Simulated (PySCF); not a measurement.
# Two-component Hartree-Fock for Ge⁹⁺ (germanium, charge +9)

Start: [Ar] 3d5; 3d3/2 filled at m_j = -3/2, -1/2, +1/2, +3/2; 3d5/2 filled at m_j = +5/2. Calculated with PySCF 2.14 in an even-tempered Gaussian basis (17 s from 0.53 bohr⁻², ratio 2.8; 12 p from 0.69 bohr⁻², ratio 2.8; 8 d from 0.69 bohr⁻², ratio 2.8; 4 f from 3.2 bohr⁻², ratio 3): generalised Hartree-Fock with the X2C-1e Hamiltonian and a Gaussian nucleus; one run each with spin-orbit coupling (SO) switched off, then screened by Boettger's factors.

```csv
spinor shell,electrons,"ε, spin-free (eV)","ε, screened SO (eV)",weight of nominal j (screened SO),"rms radius, screened SO (bohr)"
1s1/2,2,-11404.7,-11404.4,1.000,0.0542
2s1/2,2,-1681.7,-1681.6,1.000,0.227
2p1/2,2,-1493.5,-1516.3,0.981,0.201
3s1/2,2,-403.75,-403.73,1.000,0.633
3p1/2,2,-341.04,-342.81,0.652,0.644
3p3/2,4,-341.04,-340.21,0.826,0.648
3d3/2,4,-254.71,-254.79,0.533,0.637
3d5/2,1,-254.71,-254.34,1.000,0.638
```

Question: Where does 2p3/2 lie, and what is the 2p spin-orbit splitting (screened SO)?

Answer: At -1482.5 eV, 33.781 eV above 2p1/2.

```tsv
quantity	spin-free	screened SO
E (hartree)	-2066.59198	-2066.67540
M_J	5/2	5/2
⟨J²⟩	8.751	8.751
⟨L²⟩	0.000	0.013
⟨S²⟩	8.751	8.726
```

Each row is a mean over spinors that exchange with the open shell spreads, by up to 24.871 eV (3p3/2).

Rows whose weight is well below 1 are mixtures of j = l ± 1/2: exchange outweighs spin-orbit coupling there, and the label is only the starting occupation.

Without spin-orbit coupling the j labels of p, d and f shells carry no meaning; the spin-free column gives the mean over the occupied spinors of each nl shell.
